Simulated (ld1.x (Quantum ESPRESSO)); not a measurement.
Scattering properties, PAW potential for hydrogen

- Element: hydrogen
- Generator: ld1.x (Quantum ESPRESSO) 7.5
- Type: PAW
- Functional: PBE
- Relativity: scalar-relativistic
- Frozen core: none
- Valence charge: 1
- Reference configuration: 1s1
- Partial waves: 1s (bound): rcut 1.10, rcutus 1.32 bohr; 1s channel at 0.2 Ry: rcut 1.10, rcutus 1.32 bohr; 2p channel at -0.05 Ry: rcut 1.10, rcutus 1.40 bohr; 2p channel at 2.15 Ry: rcut 1.10, rcutus 1.40 bohr
- Local potential: all-electron potential smoothed inside 1.15 bohr (lloc = -1)
- Core correction: none
- Augmentation charge: BESSEL, radius 0.80 bohr

The phase is arctan(r·u′/u) with u = r·R(r), unwrapped; energies in Ry, scanned from -2 to 5 Ry. A pole is an energy at which the radial function vanishes at the test radius. The pseudo phase is shifted by a multiple of π to meet the all-electron one at the reference energy, and phase errors are pseudo minus all-electron; the curves can meet again beyond the range given. Levels narrower than the energy grid can be missing from the lists of poles.

```tsv
channel	radius (bohr)	reference energy (Ry)	poles, all-electron	poles, pseudo	unbroken range about the reference energy with phases within 0.05 rad	phase error 1 Ry above the reference energy (rad)
s	1.56	-0.48	1.26	1.26	the whole range	-0.000
p	1.56	-0.05	none	none	the whole range	+0.000
```

Phases in the p channel:

| E (Ry) | all-electron | pseudo |
| --- | --- | --- |
| -2.00 | 1.184 | 1.184 |
| -1.76 | 1.168 | 1.168 |
| -1.52 | 1.150 | 1.150 |
| -1.28 | 1.130 | 1.130 |
| -1.04 | 1.107 | 1.107 |
| -0.80 | 1.081 | 1.081 |
| -0.56 | 1.051 | 1.051 |
| -0.32 | 1.017 | 1.017 |
| -0.08 | 0.976 | 0.976 |
| 0.16 | 0.926 | 0.926 |
| 0.40 | 0.867 | 0.867 |
| 0.64 | 0.794 | 0.794 |
| 0.88 | 0.704 | 0.704 |
| 1.12 | 0.590 | 0.590 |
| 1.36 | 0.447 | 0.447 |
| 1.60 | 0.270 | 0.270 |
| 1.84 | 0.059 | 0.059 |
| 2.08 | -0.174 | -0.173 |
| 2.32 | -0.405 | -0.405 |
| 2.56 | -0.615 | -0.615 |
| 2.80 | -0.790 | -0.790 |
| 3.04 | -0.932 | -0.932 |
| 3.28 | -1.045 | -1.045 |
| 3.52 | -1.135 | -1.135 |
| 3.76 | -1.208 | -1.208 |
| 4.00 | -1.268 | -1.268 |
| 4.24 | -1.317 | -1.317 |
| 4.48 | -1.359 | -1.359 |
| 4.72 | -1.396 | -1.396 |
| 4.96 | -1.427 | -1.427 |
